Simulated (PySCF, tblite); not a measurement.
Breaking a bond: H3Al, SMILES [AlH3]. The Al1–H4 bond (Al1 also carries H, H; H4 carries nothing else) is stretched with both fragments frozen at the PBE0/def2-TZVP optimised geometry.

Levels: GFN2-xTB, 300 K electronic temperature (tblite); UCCSD(T) = CCSD(T) on UHF/cc-pVDZ, 5 core orbitals frozen (PySCF 2.14.0).

Energies relative to the lowest point of each curve near equilibrium, in kcal/mol; the last columns give the difference from UCCSD(T):

```tsv
R / Å	GFN2-xTB	UCCSD(T)	GFN2-xTB − UCCSD(T)
1.27	19.2	24.3	-5.1
1.35	7.9	12.1	-4.1
1.43	2.3	4.8	-2.4
1.49	0.4	1.7	-1.3
1.52	0.0	0.8	-0.8
1.59	0.0	0.0	0.0
1.65	0.9	0.5	0.3
1.70	2.0	1.7	0.3
1.74	3.1	2.9	0.2
1.83	6.1	6.6	-0.6
1.99	12.2	15.2	-3.0
2.15	19.4	25.0	-5.5
2.39	31.2	39.5	-8.4
2.60	41.8	51.1	-9.3
2.88	56.0	63.6	-7.6
3.20	71.2	73.8	-2.6
3.49	83.1	79.3	3.9
3.86	94.9	82.2	12.8
4.27	103.5	83.0	20.5
4.80	109.5	83.3	26.2
5.55	—	83.3	—
```

GFN2-xTB is furthest from UCCSD(T) at 4.80 (26.2 kcal/mol, above); its mean absolute difference over the points is 5.7 kcal/mol.

Dashes: no converged value, or the column stops at the first point that the program doubted or that broke a chosen test of continuity, which isn't proof of a fault.

The unrestricted determinant behind UCCSD(T) is spin-contaminated at 2.39 to 5.55 Å (<S²> up to 1.0, against 0.00 for a pure singlet).
